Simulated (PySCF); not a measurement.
# How methods differ on the ionisation energy of K¹⁴⁺

K¹⁴⁺ [He] 2s2 2p1 [2p1/2^1, M_J = 1/2] → K¹⁵⁺ [He] 2s2, as a difference of total energies. All numbers are calculated (PySCF 2.14, the two-component X2C-1e Hamiltonian, in an even-tempered Gaussian basis (17 s from 2.6 bohr⁻², ratio 2.4; 11 p from 3.4 bohr⁻², ratio 2.4; 5 d from 12 bohr⁻², ratio 2.6; 4 f from 19 bohr⁻², ratio 2.6)). Correlated levels: nothing frozen; the 34 highest virtual spinors dropped. "Screened" scales the spin-orbit matrix elements by Boettger's factors to mimic the two-electron term; Breit and QED terms are absent.

```json
{"method": "GHF (spin-free)", "ionisation energy (eV)": "859.85"}
{"method": "GMP2 (spin-free)", "ionisation energy (eV)": "859.63"}
{"method": "GHF (screened spin-orbit)", "ionisation energy (eV)": "862.37"}
{"method": "GMP2 (screened spin-orbit)", "ionisation energy (eV)": "862.16"}
```

Problem. How much does correlation contribute at GMP2 (screened spin-orbit)?

Solution. 862.16 − (862.37) = -0.21 eV, measured against GHF (screened spin-orbit).

For comparison: 860.92 ± 0.25 eV (semi-empirical (NIST evaluation); NIST Atomic Spectra Database, ionization energies).
